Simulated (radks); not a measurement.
Correlation energies from several functionals, in hartree. Species: Te+ [Kr] 4d10 5s2 5p3; Ge4+ [Ar] 3d10; Rb [Kr] 5s1. All-electron calculation, non-relativistic Kohn-Sham, exchange-only LDA, spin-polarised, spherical densities, point nucleus. Program: a radial shooting solver on a logarithmic mesh with Libxc functionals. Every spin shell is full or empty, so the densities are truly spherical. Functionals are evaluated on that one density, not self-consistently.

| functional | Te+ | Ge4+ | Rb |
|---|---|---|---|
| PW92 | -4.8937 | -2.6702 | -3.3423 |
| VWN5 | -4.9155 | -2.6830 | -3.3574 |
| PZ | -4.8905 | -2.6664 | -3.3404 |
| Wigner | -2.6601 | -1.5129 | -1.9266 |
| PBE | -2.7314 | -1.4068 | -1.7958 |
| PBEsol | -3.0917 | -1.6066 | -2.0525 |
| LYP | -2.5806 | -1.4038 | -1.7818 |
| PW91 | -2.9527 | -1.5309 | -1.9479 |
| TPSS | -2.7317 | -1.4096 | -1.7976 |
| revTPSS | -2.7644 | -1.4280 | -1.8249 |
| r2SCAN | -2.7476 | -1.4090 | -1.8123 |
| B95 | -3.3332 | -1.7052 | -2.1606 |
| Tao-Mo | -2.6387 | -1.3443 | -1.7162 |
